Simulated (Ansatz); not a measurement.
A CCSD(T) single point on CH6AlFSi2, SMILES `FC[SiH]1[AlH][SiH2]1`.

```yaml
crystal:
  periodic: [false, false, false]
  atoms:
    - {symbol: F, position_ang: [-2.725680, 0.843718, 0.388992]}
    - {symbol: C, position_ang: [-1.476586, 1.384102, 0.113609]}
    - {symbol: Si, position_ang: [-0.264487, 0.053002, -0.505875]}
    - {symbol: Al, position_ang: [2.101943, -0.302626, -0.822718]}
    - {symbol: Si, position_ang: [0.803055, -1.611912, 0.720856]}
    - {symbol: H, position_ang: [-1.601018, 2.164452, -0.644827]}
    - {symbol: H, position_ang: [-1.095613, 1.851684, 1.026684]}
    - {symbol: H, position_ang: [-0.786849, -0.586813, -1.755913]}
    - {symbol: H, position_ang: [3.483815, 0.065480, -1.506773]}
    - {symbol: H, position_ang: [0.360613, -2.998089, 1.036829]}
    - {symbol: H, position_ang: [1.266108, -0.919998, 1.969838]}
basis:
  gaussian: {orbitals: def2-TZVPP}
correlation: {method: ccsd_t}
output: {orbitals: {seedname: orbitals}}
```

```sh
$ ansatz run in.yaml --threads 4 --pin off --events-out ev --progress --plain --max-ram 10444MiB
```

Output of Ansatz, abridged:

```
Functional definition: HF
  name "HF"
  cite "Fock, Z. Phys. 61, 126 (1930) doi:10.1007/BF01340294"
  parent pbe
  exchange = exact_x
  correlation = 0
1596 factors; integrals over basis functions are off by at most 9.3e-4 eV
mean field evaluation 1: about -26135.7625 eV, gradient 2.7e1 eV
mean field evaluation 2: about -26136.0895 eV, gradient 2.7e1 eV
mean field evaluation 4: about -26138.9197 eV, gradient 4.3e0 eV
mean field evaluation 8: about -26139.0094 eV, gradient 3.5e-1 eV
mean field evaluation 16: about -26139.0102 eV, gradient 3.1e-6 eV
mean field -26139.01024427 eV, -960.5909088193 hartree, gradient 3.1e-6 eV, S^2 0.000000; 0 other end points of the search recorded, 0 dependent functions left out
17 core orbitals not correlated: weight in the atoms' cores, before any rotation towards them, 1.000 or more for the frozen orbitals, at most 0.000 for the correlated occupied ones
reference -26139.01024427 eV, -960.5909088193 hartree; 14, 14 occupied and 241, 241 virtual orbitals, 1596 factors
second order -19.99843096 eV of doubles, -0.00000000 eV of singles
cycle   1  -20.87523313 eV  change   -8.8e-1 eV  update   1.1e-1
cycle   2  -21.46714126 eV  change   -5.9e-1 eV  update   3.6e-2
cycle   3  -21.58311500 eV  change   -1.2e-1 eV  update   1.8e-2
cycle   4  -21.57434979 eV  change    8.8e-3 eV  update   5.0e-3
cycle   5  -21.57091121 eV  change    3.4e-3 eV  update   2.4e-3
cycle   6  -21.57109590 eV  change   -1.8e-4 eV  update   8.2e-4
cycle   7  -21.57077184 eV  change    3.2e-4 eV  update   3.6e-4
cycle   8  -21.57063963 eV  change    1.3e-4 eV  update   1.4e-4
cycle   9  -21.57069162 eV  change   -5.2e-5 eV  update   7.4e-5
cycle  10  -21.57073471 eV  change   -4.3e-5 eV  update   3.6e-5
cycle  11  -21.57070261 eV  change    3.2e-5 eV  update   2.1e-5
perturbative correction -0.85761783 eV, -0.0315168738 hartree
Total energy: -26161.43856470 eV, -961.4151343929 hartree
```

Run time 3.9 min (4 threads of a server CPU on a shared host); peak host memory 6.5 GiB.

The correlation energy is -22.428 eV, 3.8 % of it from (T); the T1 diagnostic reads 0.0143.
